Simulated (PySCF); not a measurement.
SnH3Cl, SMILES [Cl][SnH3].

Geometry optimised at B3LYP-D3(BJ)/def2-TZVP. The def2 effective core potentials stand for the cores of Sn; spin–orbit coupling is left out.

Vertical ionisation energy (IE) and electron affinity (EA) in eV. Rows of orbital energies are one-electron estimates. Where ΔSCF, EOM or ADC give a negative EA the extra electron is unbound and the value depends on the basis.

| level | IE | EA |
|---|---|---|
| −ε(HOMO), −ε(LUMO), ωB97X/def2-TZVPD (PySCF) | 11.06 | -0.79 |
| −ε(HOMO), −ε(LUMO), PBE0/def2-TZVPD (PySCF) | 8.65 | 1.09 |
